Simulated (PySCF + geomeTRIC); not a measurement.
Species: C4H4O2, SMILES `Oc1ccco1` (H–O–C–O torsion 180°) (charge 0, multiplicity 1).

Q: Give a relaxed geometry from M06-2X/def2-TZVP (PySCF + geomeTRIC).

A: One answer among several that fit: the end point of this relaxation, one of several conformers (outside a Z-matrix the atoms follow the SMILES, hydrogens last).
Cartesian coordinates (Å) in one orientation:
```xyz
10

O      2.117    -0.094    -0.735
C      0.843    -0.057    -0.321
C      0.195     0.521     0.719
C     -1.181     0.144     0.549
C     -1.239    -0.616    -0.561
O      0.010    -0.745    -1.106
H      2.658     0.419    -0.126
H      0.628     1.127     1.495
H     -2.010     0.412     1.181
H     -2.031    -1.120    -1.084
```
